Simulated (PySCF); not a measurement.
# Electronic absorption of C4H3ClF4O

Compound: C₄H₃ClF₄O.
Numbering: `[O:1]=[C:2]([Cl:3])[C@@H:4]([F:5])[CH2:6][C:7]([F:8])([F:9])[F:10]` (hydrogens: H11 on C4; H12, H13 on C6)

Level of theory: TDDFT B3LYP/def2-SVPD, vertical, gas phase, core orbitals frozen in the response in PySCF. The structure is a single GFN2-xTB conformer in the gas phase; no vibrational or solvent corrections. Torsions of this conformer, `[O:1]=[C:2]([Cl:3])[C@@H:4]([F:5])[CH2:6][C:7]([F:8])([F:9])[F:10]`: O1–C2–C4–F5 -156°, C2–C4–C6–C7 156°, C4–C6–C7–F8 63°.

Q: Predict the UV-vis stick spectrum at this level.

A: 

| state | E (eV) | E (kJ/mol) | λ (nm) | f | \|μ\| (D) | main configurations (H = HOMO, L = LUMO) |
| --- | --- | --- | --- | --- | --- | --- |
| S1 | 4.94 | 476 | 251.2 | 0.0000 | 0.03 | H→L (98%) |
| S2 | 6.01 | 580 | 206.4 | 0.0003 | 0.11 | H-1→L (98%) |
| S3 | 6.70 | 646 | 185.2 | 0.031 | 1.11 | H-2→L (82%), H→L+1 (12%) |
| S4 | 7.42 | 716 | 167.1 | 0.056 | 1.41 | H-3→L (97%) |
| S5 | 7.88 | 760 | 157.4 | 0.0009 | 0.18 | H-4→L (87%) |
| S6 | 7.95 | 767 | 156.0 | 0.120 | 2.00 | H→L+1 (67%), H-1→L+1 (18%) |
| S7 | 8.31 | 802 | 149.2 | 0.068 | 1.47 | H-1→L+1 (44%), H→L+2 (24%), H-2→L+1 (16%) |
| S8 | 8.34 | 805 | 148.6 | 0.014 | 0.66 | H-2→L+1 (76%), H→L+2 (12%) |

Triplets, Tamm–Dancoff:

```json
{"state": "T1", "E (eV)": "4.42", "λ (nm)": "280.3", "main configurations (H = HOMO, L = LUMO)": "H→L (96%)"}
{"state": "T2", "E (eV)": "5.44", "λ (nm)": "227.9", "main configurations (H = HOMO, L = LUMO)": "H-2→L (88%)"}
{"state": "T3", "E (eV)": "5.82", "λ (nm)": "212.9", "main configurations (H = HOMO, L = LUMO)": "H-1→L (95%)"}
```

The lowest singlet lies at 4.94 eV (251 nm, ultraviolet) and is dark (f under 0.0005); its leading configuration is HOMO→LUMO (98%). The strongest level in the table is S6 at 7.95 eV (156 nm, f = 0.120). S1 has the pattern of n→π* at C=O. Orbital energies (eV): HOMO-3 -10.70, HOMO-2 -9.80, HOMO-1 -9.63, HOMO -8.96, LUMO -2.27, LUMO+1 -0.18, LUMO+2 0.39. Weighted by f, the mean energy of these states is 7.81 eV. The listed states span 3.40 eV, and the widest gap between neighbours is 1.07 eV (S1 to S2). Only the lowest 8 singlets were computed, as vertical energies without vibronic structure.

Hardware: one thread of an Arm Neoverse V1, no GPU, shared host. Cost: 73 s, 0.96 GiB resident at most.
